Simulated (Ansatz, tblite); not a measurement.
Removing an electron: [NbS4]3- (NbS₄³⁻). The state is a singlet with charge -3. Geometry: B3LYP-D4/def2-SVPD. Ansatz, gas phase; energy differences of separate SCF runs; the oxidised species was run as a doublet alone.

```xyz
5

Nb    0.000    0.000    0.000
S     2.287    0.427   -0.125
S    -0.690    0.111    2.222
S    -0.440   -2.127   -0.845
S    -1.156    1.588   -1.253
```

In the def2 sets Nb takes a core potential; there is no spin–orbit coupling. The xTB rows come from tblite. Correlated methods freeze 20 core orbitals; core or outer-core shells of Nb are correlated, in sets that lack core-valence functions. The rows differ in basis, and correlated rows in double-zeta sets carry the largest basis error. In CCSD on the charge -2 doublet the largest single amplitude is 0.17, so its Hartree–Fock determinant may place the open shell otherwise than the density functionals do. A multiply charged anion in the gas phase is held together partly by the finite basis. Removing one electron lowers the energy by 4.36 eV at PBE0-D4/def2-TZVPD, so it isn't bound. HOMO above LUMO, or a gap near zero within one spin, warns that the state may not be the lowest or that an electron is smeared out.

| level | −HOMO (eV) | vertical IE (eV) | −LUMO (eV) | HOMO–LUMO gap (eV) | remarks |
| --- | --- | --- | --- | --- | --- |
| PBE-D4/def2-TZVPD | -6.49 | -4.58 | -7.69 | 1.20 | HOMO above zero (-2 doublet), HOMO above zero (-3 singlet), gap within one spin near zero (-2 doublet) |
| PBE0-D4/def2-TZVPD | -5.64 | -4.36 | -8.09 | 2.45 | HOMO above zero (-2 doublet), HOMO above zero (-3 singlet) |
| CCSD/def2-SVPD | – | -4.38 | – | – | HOMO above zero (-3 singlet), spin-contaminated (⟨S²⟩ 1.12) (-2 doublet) |

**Question.** Estimate the rows for GFN2-xTB, r2SCAN-D4/def2-TZVPD, CCSD(T)/def2-SVPD.

**Answer.** 
| level | −HOMO (eV) | vertical IE (eV) | −LUMO (eV) | HOMO–LUMO gap (eV) | remarks |
| --- | --- | --- | --- | --- | --- |
| GFN2-xTB | -2.30 | 0.03 | -4.39 | 2.09 | – |
| r2SCAN-D4/def2-TZVPD | -6.36 | -4.49 | -8.10 | 1.74 | HOMO above zero (-2 doublet), HOMO above zero (-3 singlet), gap within one spin near zero (-2 doublet) |
| CCSD(T)/def2-SVPD | – | -4.36 | – | – | HOMO above zero (-3 singlet), spin-contaminated (⟨S²⟩ 1.12) (-2 doublet) |

Relaxing the oxidised species (B3LYP-D4/def2-SVPD) changes its energy by -0.01 eV at PBE-D4/def2-TZVPD, so the adiabatic ionisation energy to this nearest minimum is -4.59 eV. At PBE0-D4/def2-TZVPD it is -4.52 eV. The highest occupied level of the relaxed charge -2 doublet lies above zero (up to 2.69 eV). It is a level of β spin, whose loss leaves a triplet; that state wasn't run at this geometry and level. The electron is either unbound and held by the finite basis, or the level is raised by self-interaction error. The gap within one spin of the relaxed charge -2 doublet nearly closes, so an electron or hole may be smeared out by delocalisation error.  Run but left out: HF/def2-SVPD, MP2/def2-SVPD (charge -2 doublet: ⟨S²⟩ 1.12, where a pure state has 0.75).  A HOMO above zero means that the electron is unbound at that level or that self-interaction error raises the level; the energy of removing that electron tells which. Raw xTB energy differences between charge states are shifted by several eV; the methods need an empirical correction for them.
